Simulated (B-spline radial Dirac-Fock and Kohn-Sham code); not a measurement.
Radiative decay of the 1s hole in Ru⁵⁺

System: Ru⁵⁺, configuration [Kr] 4d3.

Calculated with a radial finite-basis atomic code, using a relativistic independent-particle model: LDA orbitals of the hole state, radiative multipoles to third order, Auger rates from the Coulomb interaction with a continuum orbital, Dirac-Fock energies.

```
        line  multipole  energy (eV)  width (meV)  share (%)
  Kα2 (K-L2)         E1      19148.1         1200       29.0
  Kα1 (K-L3)         E1      19277.1         2280       55.1
  Kβ3 (K-M2)         E1      21631.5          189       4.57
  Kβ1 (K-M3)         E1      21654.0          369       8.91
Kβ5'' (K-M4)         E2      21834.1         1.10     0.0266
 Kβ5' (K-M5)         E2      21838.3         1.55     0.0375
Kβ2'' (K-N2)         E1      22077.3         33.2      0.802
 Kβ2' (K-N3)         E1      22081.0         65.1       1.57
```

The listed lines hold 100.0 % of the radiative rate. The radiative width is 4.14 eV in the length form and 4.24 eV in the velocity form; the two differ because the transition energies are not eigenvalue differences of the potential that gave the orbitals. Kα2/Kα1 is 0.527 and Kβ/Kα is 0.189.
